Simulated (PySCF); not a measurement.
**Radial density of Fe (iron, neutral)**

UHF, [Ar] 3d6 4s2, high-spin 5D determinant. Calculation: PySCF 2.14, in x2c-SVPall; the spin-free X2C one-electron Hamiltonian (Gaussian nucleus).

```csv
r (bohr),4πr²ρ (e/bohr),4πr²(ρα − ρβ)
0.000935,0.1663,0.0000
0.00157,0.4533,0.0000
0.00265,1.173,0.0001
0.00445,2.816,0.0002
0.00749,6.468,0.0004
0.0126,13.42,0.0009
0.0212,23.53,0.0014
0.0356,31.06,0.0016
0.0599,28.01,0.0022
0.101,24.83,0.0207
0.170,34.52,0.1876
0.285,24.12,0.9602
0.480,13.17,2.8446
0.807,15.91,3.6568
1.36,5.327,1.8229
2.28,1.254,0.3426
3.84,0.4736,-0.0055
6.46,0.04631,-0.0155
10.9,0.0003166,-0.0002
```

Densities and radii are taken from the X2C orbitals without a picture-change correction, which distorts them close to the nucleus.

Where is the radial spin density 4πr²(ρα − ρβ) most negative, and why is it negative at all?

Around r = 6.46 bohr, down to -0.0155 e/bohr: exchange with the open shell polarises the paired shells in an unrestricted calculation.
